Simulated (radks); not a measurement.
Values are calculated unless marked as measured or tabulated.
The platinum ion Pt2+ inside a hard spherical wall (all orbitals vanish at R), configuration held at [Xe] 4f14 5d8 and not refilled when levels cross. Code: a radial shooting solver on a logarithmic mesh with Libxc functionals. Model: scalar-relativistic Kohn-Sham, r2SCAN, spin-polarised, spherical densities, finite nucleus; open shells are filled with parallel spins first (spin-orbit coupling, left out, can overturn this in heavy ions); meta-GGA in the generalised Kohn-Sham scheme; Fermi nuclear charge, rms radius 5.427 fm. Eigenvalues in eV for spin up, with the zero of energy where the potential of the charges vanishes at infinity; a dash marks a level that is unbound or too diffuse for the functional's potential to be trusted. A positive occupied level is held by the wall or, in an anion where self-interaction has pushed it up, behind a barrier. The pressure on the wall is -dE/dV.

R (bohr) = free: E (hartree) -18410.7152; kinetic (hartree) 20524.128; e(5s) -125.39; e(4f) -91.954; e(5p) -79.093; e(5d) -26.792; e(6s, empty) -22.115; e(6p, empty) -13.817; pressure (GPa) 0
R (bohr) = 15: E (hartree) -18410.7152; kinetic (hartree) 20524.128; e(5s) -125.39; e(4f) -91.954; e(5p) -79.093; e(5d) -26.792; e(6s, empty) -22.115; e(6p, empty) -13.817; pressure (GPa) < 0.0001
R (bohr) = 6: E (hartree) -18410.7145; kinetic (hartree) 20524.137; e(5s) -125.36; e(4f) -91.919; e(5p) -79.061; e(5d) -26.763; e(6s, empty) -22.042; e(6p, empty) -13.392; pressure (GPa) 0.100
R (bohr) = 5: E (hartree) -18410.7085; kinetic (hartree) 20524.196; e(5s) -125.16; e(4f) -91.703; e(5p) -78.867; e(5d) -26.586; e(6s, empty) -21.634; e(6p, empty) -12.184; pressure (GPa) 1.43
R (bohr) = 4: E (hartree) -18410.6510; kinetic (hartree) 20524.624; e(5s) -123.98; e(4f) -90.434; e(5p) -77.768; e(5d) -25.524; e(6s, empty) -19.303; e(6p, empty) -7.555; pressure (GPa) 20.9
R (bohr) = 3.5: E (hartree) -18410.5187; kinetic (hartree) 20525.442; e(5s) -122.20; e(4f) -88.452; e(5p) -76.115; e(5d) -23.800; e(6s, empty) -15.480; e(6p, empty) -1.260; pressure (GPa) 83.9
R (bohr) = 3: E (hartree) -18410.1031; kinetic (hartree) 20527.700; e(5s) -118.45; e(4f) -84.137; e(5p) -72.632; e(5d) -19.807; e(6s, empty) -6.315; e(6p, empty) 12.275; pressure (GPa) 367
R (bohr) = 2.5: E (hartree) -18408.6873; kinetic (hartree) 20534.672; e(5s) -110.50; e(4f) -74.530; e(5p) -64.966; e(5d) -10.060; e(6s, empty) 17.096; e(6p, empty) 43.604; pressure (GPa) 1890
R (bohr) = 1.5: E (hartree) -18375.1280; kinetic (hartree) 20669.373; e(5s) -32.168; e(4f) 11.140; e(5p) 25.075; e(5d) 107.03; e(6s, empty) 300.77; e(6p, empty) 367.75; pressure (GPa) 124000
